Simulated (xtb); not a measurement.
xtb input (GFN2-xTB):

```bash
xtb mol.xyz --gfn 2 --ohess tight --chrg -1 --uhf 0
```
mol.xyz:
```
14

Si    -0.27987448    -0.61841714    -0.02325608
N     -1.48698584     0.56947770     0.53610153
Si    -3.22811817     0.22957826     0.71261151
N      1.15096685     0.28211771    -0.01482893
Si     2.71059466    -0.23367482    -0.53382317
H     -0.21865392    -1.77008912     0.93719411
H     -0.65268612    -1.02219500    -1.37326783
H     -1.18485587     1.39007432     0.98046070
H     -3.61303980    -0.34746526    -0.56099074
H     -3.83373326     1.56786763     0.97449537
H      1.19869708     1.16363591     0.55568448
H      3.24261502    -1.23971084     0.29828321
H      2.48894745    -0.87971166    -1.85600655
H      3.53828059     0.92454871    -0.61777352
```

Output:

```
           -------------------------------------------------
          |                Calculation Setup                |
           -------------------------------------------------

           -------------------------------------------------
          |                 G F N 2 - x T B                 |
           -------------------------------------------------

        Reference                      10.1021/acs.jctc.8b01176
      * Hamiltonian:
        H0-scaling (s, p, d)           1.850000    2.230000    2.230000
        zeta-weighting                 0.500000
      * Dispersion:
        s8                             2.700000
        a1                             0.520000
        a2                             5.000000
        s9                             5.000000
      * Repulsion:
        kExp                           1.500000    1.000000
        rExp                           1.000000
      * Coulomb:
        alpha                          2.000000
        third order                    shell-resolved
        anisotropic                    true
        a3                             3.000000
        a5                             4.000000
        cn-shift                       1.200000
        cn-exp                         4.000000
        max-rad                        5.000000

          ...................................................
          :                      SETUP                      :
          :.................................................:
          :  # basis functions                  47          :
          :  # atomic orbitals                  44          :
          :  # shells                           22          :
          :  # electrons                        32          :
          :  max. iterations                   250          :
          :  Hamiltonian                  GFN2-xTB          :
          :  restarted?                      false          :
          :  GBSA solvation                  false          :
          :  PC potential                    false          :
          :  electronic temp.          300.0000000     K    :
          :  accuracy                    1.0000000          :
          :  -> integral cutoff          0.2500000E+02      :
          :  -> integral neglect         0.1000000E-07      :
          :  -> SCF convergence          0.1000000E-05 Eh   :
          :  -> wf. convergence          0.1000000E-03 e    :
          :  Broyden damping             0.4000000          :
          :  net charge                         -1          :
          :  unpaired electrons                  0          :
          ...................................................

 iter      E             dE          RMSdq      gap      omega  full diag
   1    -15.7846390 -0.157846E+02  0.884E+00    2.84       0.0  T
   2    -14.8559073  0.928732E+00  0.119E+01    0.40       1.0  T
   3    -15.8715068 -0.101560E+01  0.699E+00    2.79       1.0  T
   4    -15.8984880 -0.269812E-01  0.524E+00    2.88       1.0  T
   5    -15.9241903 -0.257024E-01  0.421E+00    2.43       1.0  T
   6    -15.9356766 -0.114863E-01  0.341E+00    2.22       1.0  T
[...]
   1 H   14 Si          7     1.4817475     1.5048942     1.4663245
   7 N   14 Si          3     1.7109650     1.7701816     1.6728118

           -------------------------------------------------
          |               Frequency Printout                |
           -------------------------------------------------
 projected vibrational frequencies (cm⁻¹)
eigval :       -0.00    -0.00    -0.00    -0.00     0.00     0.00
eigval :       44.35    80.76    90.82   102.97   130.34   195.12
eigval :      215.07   371.35   400.00   537.27   563.90   571.79
eigval :      596.44   635.02   674.90   711.08   732.76   788.03
eigval :      792.12   831.76   841.92   855.75   920.91  1021.76
eigval :     1031.47  1133.79  1188.37  1758.20  1859.18  2063.07
eigval :     2091.52  2134.85  2156.65  2212.18  3444.49  3494.34
 reduced masses (amu)
   1: 10.70   2: 23.62   3: 22.15   4: 22.59   5: 23.15   6: 22.78   7: 19.38   8:  6.05
   9: 19.09  10:  8.06  11:  8.85  12: 21.62  13: 17.75  14:  4.28  15:  4.88  16:  5.99
  17:  6.27  18:  4.49  19: 16.95  20:  2.89  21:  2.72  22: 11.47  23:  4.98  24:  2.67
  25:  3.04  26:  2.38  27:  2.96  28:  3.51  29:  2.34  30: 12.92  31: 11.79  32:  8.99
  33:  6.21  34:  1.87  35:  1.78  36:  2.04  37:  1.99  38:  1.75  39:  1.63  40:  1.71
  41:  1.88  42:  1.87
 IR intensities (km·mol⁻¹)
   1:  0.92   2:  2.53   3:  3.08   4:  7.94   5: 10.17   6:  9.14   7:  3.10   8:  0.14
Molecule has no symmetry elements
It seems to be the C1 point group
   9:  3.07  10:  2.60  11:  0.57  12:  4.53  13:  6.57  14: 43.43  15: 65.95  16: 55.39
  17: 39.85  18: 56.22  19:206.19  20:116.85  21: 16.93  22:406.97  23:198.59  24:242.37
  25:135.59  26: 70.79  27:250.83  28:320.06  29:433.15  30:321.86  31: 13.66  32:403.59
  33:329.83  34:974.15  35:690.86  36:409.17  37:596.34  38:519.04  39:407.34  40:383.33
  41: 15.82  42:  9.34
 Raman intensities (Ä⁴*amu⁻¹)
   1:  0.00   2:  0.00   3:  0.00   4:  0.00   5:  0.00   6:  0.00   7:  0.00   8:  0.00
   9:  0.00  10:  0.00  11:  0.00  12:  0.00  13:  0.00  14:  0.00  15:  0.00  16:  0.00
  17:  0.00  18:  0.00  19:  0.00  20:  0.00  21:  0.00  22:  0.00  23:  0.00  24:  0.00
  25:  0.00  26:  0.00  27:  0.00  28:  0.00  29:  0.00  30:  0.00  31:  0.00  32:  0.00
  33:  0.00  34:  0.00  35:  0.00  36:  0.00  37:  0.00  38:  0.00  39:  0.00  40:  0.00
  41:  0.00  42:  0.00
 output can be read by thermo (or use thermo option).
 writing <g98.out> molden fake output.
 recommended (thermochemical) frequency scaling factor: 1.0
           -------------------------------------------------
          |             Thermodynamic Functions             |
           -------------------------------------------------

c1  symmetry found (for desy threshold:  0.10E+00) used in thermo

          ...................................................
          :                      SETUP                      :
          :.................................................:
          :  # frequencies                          36      :
          :  # imaginary freq.                       0      :
          :  linear?                             false      :
          :  only rotor calc.                    false      :
          :  symmetry                               c1      :
          :  rotational number                       1      :
          :  scaling factor                  1.0000000      :
          :  rotor cutoff                   50.0000000 cm⁻¹ :
          :  imag. cutoff                  -20.0000000 cm⁻¹ :
          :.................................................:

    mode    ω/cm⁻¹     T·S(HO)/kcal·mol⁻¹    T·S(FR)/kcal·mol⁻¹   T·S(vib)
   ------------------------------------------------------------------------
       1     44.35    -1.50704 ( 38.23%)    -1.09182 ( 61.77%)    -1.25057
       2     80.76    -1.15451 ( 87.19%)    -0.91437 ( 12.81%)    -1.12375
       3     90.82    -1.08593 ( 91.59%)    -0.87960 (  8.41%)    -1.06857
       4    102.97    -1.01290 ( 94.73%)    -0.84243 (  5.27%)    -1.00392
       5    130.34    -0.87685 ( 97.88%)    -0.77262 (  2.12%)    -0.87464
       6    195.12    -0.64956 ( 99.57%)    -0.65313 (  0.43%)    -0.64958
       7    215.07    -0.59637 ( 99.71%)    -0.62430 (  0.29%)    -0.59645
   ------------------------------------------------------------------------

   temp. (K)  partition function   enthalpy   heat capacity  entropy
                                   cal/mol     cal/K/mol   cal/K/mol   J/K/mol
 298.15  VIB  0.153E+04             4546.805     28.168     28.764
         ROT  0.297E+06              888.752      2.981     28.025
         INT  0.455E+09             5435.557     31.149     56.788
         TR   0.129E+28             1481.254      4.968     40.276
         TOT                        6916.8108    36.1170    97.0648   406.1189

       T/K    H(0)-H(T)+PV         H(T)/Eh          T*S/Eh         G(T)/Eh
   ------------------------------------------------------------------------
    298.15    0.110226E-01    0.959398E-01    0.461186E-01    0.498212E-01
   ------------------------------------------------------------------------

         :::::::::::::::::::::::::::::::::::::::::::::::::::::
         ::                  THERMODYNAMIC                  ::
         :::::::::::::::::::::::::::::::::::::::::::::::::::::
         :: total free energy         -15.789430524362 Eh   ::
         ::.................................................::
         :: total energy              -15.839251682685 Eh   ::
         :: zero point energy           0.084917114856 Eh   ::
Note: The following floating-point exceptions are signalling: IEEE_UNDERFLOW_FLAG IEEE_DENORMAL
normal termination of xtb
         :: G(RRHO) w/o ZPVE           -0.035095956533 Eh   ::
         :: G(RRHO) contrib.            0.049821158323 Eh   ::
         :::::::::::::::::::::::::::::::::::::::::::::::::::::

optimized geometry written to: xtbopt.xyz

           -------------------------------------------------
          | TOTAL ENERGY              -15.839251682685 Eh   |
          | TOTAL ENTHALPY            -15.743311928149 Eh   |
          | TOTAL FREE ENERGY         -15.789430524362 Eh   |
          | GRADIENT NORM               0.000117943992 Eh/α |
          | HOMO-LUMO GAP               1.379669286228 eV   |
           -------------------------------------------------

------------------------------------------------------------------------
------------------------------------------------------------------------
 total:
 SCF:
 ANC optimizer:
 analytical hessian:
```

It need not be the lowest isomer of its formula. Whether it binds its extra electron was not tested at this geometry.
